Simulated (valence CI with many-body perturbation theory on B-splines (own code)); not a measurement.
The numbers below are computed, except where a source is named.
Run record, Os VI

The program does CI of the valence electrons with many-body perturbation theory for a frozen closed Dirac-Fock core.

Command, and the settings that its task file holds:

```sh
python run_cv.py task.json out
```

```
atom Os  Z=76  mass_number=192  rms_radius_fm=5.4126
core [Xe] 4f14 5d1
valence 5d3
avg = 1
basis = S
breit = 1
cap = 10000
capref = 1200
cscale = 1
de = 0.0
dress = 0
eps = 2e-08
extrap = 1
h = 0.27
hh = 1
l2 = 3
lcore = 6
maxit = 60
n2 = 5
natural = 1
nlev = 20
nno = [3, 3, 3, 3, 1]
nroot = 26
nsp = [3, 3, 2, 2, 0]
pt2 = 1
qed = 1
rpa = 1
s1 = 1
s2 = 1
s3 = 1
screen = 1
tol = 2e-05
whole = 1
```

(1) What became of the run, and why?

Results:

(1) It gave no result: the perturbation theory needs a core of closed shells. The program said: "the core must hold closed shells only".
